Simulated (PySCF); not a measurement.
# Orbital levels and atomic charges: C14H12BN

System: C14H12BN (BN-doped PAH), SMILES C1=CNB2C=CC=c3ccccc3=C2C=C1.

Cartesian coordinates (Å):
```
  1 C    -3.560   -0.555   -0.329
  2 C    -3.357    0.678   -0.830
  3 N    -2.324    1.523   -0.532
  4 B    -1.032    1.286    0.033
  5 C    -0.215    2.509    0.450
  6 C     1.140    2.607    0.501
  7 C     2.090    1.641    0.129
  8 C     1.982    0.274   -0.092
  9 C     3.206   -0.381   -0.445
 10 C     3.329   -1.727   -0.547
 11 C     2.209   -2.547   -0.293
 12 C     1.023   -1.979    0.039
 13 C     0.820   -0.563    0.120
 14 C    -0.496   -0.125    0.307
 15 C    -1.437   -1.051    0.916
 16 C    -2.744   -1.230    0.639
 17 H    -4.469   -1.063   -0.619
 18 H    -4.103    1.091   -1.501
 19 H    -2.492    2.473   -0.833
 20 H    -0.760    3.391    0.778
 21 H     1.569    3.557    0.803
 22 H     3.101    2.026    0.054
 23 H     4.066    0.247   -0.633
 24 H     4.273   -2.177   -0.819
 25 H     2.302   -3.620   -0.381
 26 H     0.162   -2.616    0.180
 27 H    -1.024   -1.663    1.713
 28 H    -3.261   -2.006    1.193
```

Method: wB97X-D/6-31G*, gas phase, PySCF, fitting set def2-universal-JFIT up to Ne and JKFIT beyond, grid level 1.

Task: Give the orbital energies near the gap.

Result: 
```json
{"orbital": "HOMO-4", "eV": "-10.01"}
{"orbital": "HOMO-3", "eV": "-9.48"}
{"orbital": "HOMO-2", "eV": "-8.66"}
{"orbital": "HOMO-1", "eV": "-8.09"}
{"orbital": "HOMO", "eV": "-6.14"}
{"orbital": "LUMO", "eV": "-0.48"}
{"orbital": "LUMO+1", "eV": "1.12"}
{"orbital": "LUMO+2", "eV": "1.86"}
{"orbital": "LUMO+3", "eV": "2.68"}
```

Task: Give the partial charges of the non-hydrogen atoms.

Result: 
| atom | Mulliken | IAO | Hirshfeld |
| --- | --- | --- | --- |
| C1 | -0.20 | -0.23 | -0.09 |
| C2 | 0.02 | 0.00 | 0.02 |
| N3 | -0.59 | -0.36 | -0.15 |
| B4 | 0.31 | 0.24 | 0.13 |
| C5 | -0.27 | -0.28 | -0.12 |
| C6 | -0.15 | -0.11 | -0.04 |
| C7 | -0.26 | -0.16 | -0.05 |
| C8 | 0.15 | 0.01 | 0.01 |
| C9 | -0.22 | -0.14 | -0.05 |
| C10 | -0.17 | -0.15 | -0.05 |
| C11 | -0.18 | -0.15 | -0.05 |
| C12 | -0.18 | -0.14 | -0.05 |
| C13 | 0.01 | -0.01 | 0.00 |
| C14 | 0.00 | -0.07 | -0.03 |
| C15 | -0.24 | -0.16 | -0.05 |
| C16 | -0.15 | -0.12 | -0.04 |
